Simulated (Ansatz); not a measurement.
Born–Oppenheimer molecular dynamics of F₂H₄OSi₂ (9 atoms, charge 0, multiplicity 1). It starts from a relaxed structure.

The calculation used RKS PBE0-D4/def2-SVP (Ansatz).

```json
{
  "ensemble": "NVT, Nosé–Hoover chain",
  "time step": "0.5 fs",
  "steps asked": "166",
  "set temperature": "500 K",
  "thermostat": "time constant 100 fs, chain length 1",
  "seed": "839612"
}
```

First frame:

```xyz
9
Properties=species:S:1:pos:R:3
Si -0.071 -0.027 0.130
H -0.278 0.621 1.431
O 1.401 -0.699 0.033
Si 2.555 -1.458 -0.907
H 1.892 -2.290 -1.952
H 3.416 -0.427 -1.553
H 3.376 -2.319 -0.013
F -0.255 1.047 -1.053
F -1.198 -1.150 -0.105
```

Question: What does the run give?

Answer: All steps were run.

```yaml
steps_done: 166
time_covered: 83 fs
mean_temperature_over_the_second_half: 273 K
spread_of_the_potential_energy_over_the_second_half: 5.3 meV per atom
mean_potential_energy_of_the_second_half_above_the_start: 27.7 meV per atom
```

The conserved energy stayed within 0.094 meV per atom of its start (net change 0.046 meV per atom), so the integration is sound. The mean temperature of the second half is 45 % below the set value. A run of 0.083 ps of so small a system gives no equilibrium averages.

Question: What happens to the structure?

Answer: The same pairs are bonded in the first frame and the last. Pairs count as bonded within 1.25 times the sum of covalent radii (0.12 Å more for H–H). Another seed would give other details.

Question: How do temperature and energy run in time?

Answer: 
| time (fs) | T (K) | potential energy less start (eV) | conserved less start (meV/atom) |
| --- | --- | --- | --- |
| 0 | 500 | 0.000 | 0.00 |
| 4 | 342 | 0.144 | 0.07 |
| 8 | 223 | 0.251 | 0.04 |
| 12 | 157 | 0.312 | 0.09 |
| 16 | 291 | 0.191 | 0.02 |
| 20 | 292 | 0.192 | 0.05 |
| 24 | 253 | 0.229 | 0.04 |
| 28 | 192 | 0.286 | 0.07 |
| 32 | 233 | 0.251 | 0.06 |
| 36 | 297 | 0.196 | 0.04 |
| 40 | 296 | 0.202 | 0.06 |
| 44 | 326 | 0.178 | 0.04 |
| 48 | 304 | 0.203 | 0.07 |
| 52 | 314 | 0.199 | 0.03 |
| 56 | 223 | 0.287 | 0.08 |
| 60 | 221 | 0.292 | 0.05 |
| 64 | 263 | 0.259 | 0.06 |
| 68 | 332 | 0.203 | 0.04 |
| 72 | 286 | 0.252 | 0.06 |
| 76 | 214 | 0.323 | 0.07 |
| 80 | 241 | 0.304 | 0.06 |

Time of the run: 3.7 min on 2 threads of Intel(R) Xeon(R) 6975P-C (Granite Rapids), on a shared host, peak memory 0.21 GiB.
